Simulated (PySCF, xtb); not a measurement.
C3H6GeO, SMILES O=C1[CH2][GeH2][CH2]1.

Harmonic wavenumbers (cm⁻¹) from xtb with GFN2-xTB at its own minimum, in rising order: 72, 354, 396, 420, 451, 469, 559, 600, 650, 702, 765, 808, 863, 911, 1060, 1084, 1111, 1125, 1395, 1398, 1808, 1929, 2016, 2962, 2966, 3005, 3006.

Q: What does B3LYP-D3(BJ)/def2-SVP in PySCF give at its own minimum? (Estimate from the structure and the level; the computed values follow.)

A: 93, 356, 434, 435, 455, 490, 559, 644, 689, 697, 807, 844, 870, 920, 1054, 1092, 1120, 1133, 1376, 1393, 1859, 2141, 2156, 3058, 3063, 3155, 3156. Paired by order, the mean absolute difference is 46 cm⁻¹ and the zero-point energies are 47.0 and 48.7 kcal/mol.
